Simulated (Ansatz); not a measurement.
Start from `[OH][Ga]([F])[Cl]` and change one atom or group to get `[BH2][Ga]([OH])[F]`.

Ansatz, PBE0-D4/def2-TZVP geometries, multiplicity 1. Each molecule was computed in one conformer, which needn't be the lowest.

Scalar relativity is left out up to krypton.

```csv
property,`[OH][Ga]([F])[Cl]`
HOMO–LUMO gap (PBE0/def2-TZVPP) / eV,8.01
HOMO energy (B3LYP/def2-TZVPP) / eV,-9.37
HOMO energy (PBE/def2-TZVPP) / eV,-8.05
zero-point energy (PBE0-D4/def2-TZVP) / kJ/mol,44.9
"ideal-gas entropy at 298 K and 1 bar (rigid rotor, harmonic PBE0-D4/def2-TZVP) / J/(mol·K)",324
HOMO energy (ωB97M-V/def2-TZVPP) / eV,-11.96
```

Task: Give the same properties after the change, and the shifts. (Best estimate.)

Result: Ansatz gave: 
```csv
property,`[BH2][Ga]([OH])[F]`,shift
HOMO–LUMO gap (PBE0/def2-TZVPP) / eV,5.80,-2.21
HOMO energy (B3LYP/def2-TZVPP) / eV,-8.58,0.79
HOMO energy (PBE/def2-TZVPP) / eV,-7.36,0.69
zero-point energy (PBE0-D4/def2-TZVP) / kJ/mol,93.1,48.2
"ideal-gas entropy at 298 K and 1 bar (rigid rotor, harmonic PBE0-D4/def2-TZVP) / J/(mol·K)",333,9
HOMO energy (ωB97M-V/def2-TZVPP) / eV,-11.01,0.95
```

With PBE0 the HOMO rises by 0.87 eV and the LUMO falls by 1.33 eV, so the gap narrows by about 2.20 eV. PBE moves the HOMO by 0.69 eV and ωB97M-V by 0.95 eV. The zero-point energy changes by 48.2 kJ/mol with +6 modes.

B3LYP here is the variant with VWN-RPA as its local correlation; programs differ in this.
